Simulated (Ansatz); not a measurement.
Geometry optimisation, Ansatz, DFT PBEsol, scalar-relativistic, plane waves, PAW.

Input:

```yaml
crystal:
  lattice:
    - [6.04, 0.0, 0.0]
    - [0.0, 6.04, 0.0]
    - [0.0, 0.0, 6.04]
  atoms:
    - { symbol: V, position: [0.0, 0.0, 0.0] }
    - { symbol: V, position: [0.5, 0.0, 0.0] }
    - { symbol: V, position: [0.0, 0.5, 0.0] }
    - { symbol: V, position: [0.0, 0.0, 0.5] }
    - { symbol: V, position: [0.25, 0.25, 0.25] }
    - { symbol: V, position: [0.5, 0.5, 0.0] }
    - { symbol: V, position: [0.5, 0.0, 0.5] }
    - { symbol: V, position: [0.75, 0.25, 0.25] }
    - { symbol: V, position: [0.0, 0.5, 0.5] }
    - { symbol: V, position: [0.25, 0.75, 0.25] }
    - { symbol: V, position: [0.25, 0.25, 0.75] }
    - { symbol: V, position: [0.5, 0.5, 0.5] }
    - { symbol: V, position: [0.75, 0.75, 0.25] }
    - { symbol: V, position: [0.75, 0.25, 0.75] }
    - { symbol: V, position: [0.25, 0.75, 0.75] }
    - { symbol: V, position: [0.75, 0.75, 0.75] }
    - { symbol: Na, position: [0.2570238, 0.6281938, -0.0032159] }
basis:
  ecutwfc: 420.0
kpoints:
  mp_grid: { grid: [2, 2, 2] }
hamiltonian:
  xc: pbesol
scf:
  occupations: { method: fermi_dirac, width: 0.15 }
  lower_state_search: "off"
relax:
  f_tol: 0.08
  max_steps: 25
  adjacent_minimum: "off"
output:
  write_density: true
  write_potential: true
  elf: true
  volumetric_format: npy
```

Command:

```bash
$ ansatz run input.yaml --threads 2 --pin off --max-ram 5120MiB --backend cpu --events-out ev --progress --plain --runs-dir out
```

Q: Where does it end, and by what steps?

A: It converged. The threshold is loose, so the end isn't yet a minimum. Limits of this set-up: coarse k mesh, magnetic elements without spin. After 11 steps the energy has fallen by 10.355 eV; Na17 moved furthest, 0.97 Å. The start is strongly strained (largest force component 13 eV/Å), so its close contacts needn't be bonds. Parted: V6–V15.

```json
{"step": "0", "energy less start (eV)": "0.0000", "largest force component (eV/Å)": "12.587", "accepted": "yes"}
{"step": "1", "energy less start (eV)": "-6.1674", "largest force component (eV/Å)": "6.494", "accepted": "yes"}
{"step": "2", "energy less start (eV)": "-9.4645", "largest force component (eV/Å)": "1.812", "accepted": "yes"}
{"step": "3", "energy less start (eV)": "-9.9194", "largest force component (eV/Å)": "1.011", "accepted": "yes"}
{"step": "4", "energy less start (eV)": "-10.0434", "largest force component (eV/Å)": "0.204", "accepted": "yes"}
{"step": "5", "energy less start (eV)": "-10.0868", "largest force component (eV/Å)": "0.520", "accepted": "yes"}
{"step": "6", "energy less start (eV)": "-10.1190", "largest force component (eV/Å)": "0.325", "accepted": "yes"}
{"step": "7", "energy less start (eV)": "-10.1913", "largest force component (eV/Å)": "0.226", "accepted": "yes"}
{"step": "8", "energy less start (eV)": "-10.2784", "largest force component (eV/Å)": "0.141", "accepted": "yes"}
{"step": "9", "energy less start (eV)": "-10.3262", "largest force component (eV/Å)": "0.272", "accepted": "yes"}
{"step": "10", "energy less start (eV)": "-10.3435", "largest force component (eV/Å)": "0.124", "accepted": "yes"}
{"step": "11", "energy less start (eV)": "-10.3551", "largest force component (eV/Å)": "0.016", "accepted": "yes"}
```

```xyz
17
Lattice="6.0400 0.0000 0.0000 0.0000 6.0400 0.0000 0.0000 0.0000 6.0400" Properties=species:S:1:pos:R:3
V -0.030 -0.012 0.041
V 3.008 0.060 0.072
V -0.098 2.992 0.073
V -0.183 0.141 2.920
V 1.478 1.523 1.542
V 3.438 2.564 0.498
V 2.973 -0.013 3.077
V 4.622 1.377 1.690
V -0.028 3.025 3.077
V 1.444 4.556 1.613
V 1.442 1.450 4.549
V 3.007 2.992 3.005
V 4.475 4.522 1.542
V 4.479 1.522 4.581
V 0.998 4.997 4.110
V 4.549 4.556 4.548
Na 2.220 3.781 -0.718
```

Whether the end is a true minimum wasn't checked by a vibrational analysis.

The run took 110 s on 2 threads of Arm Neoverse V1 (shared host), peak memory 0.74 GiB.
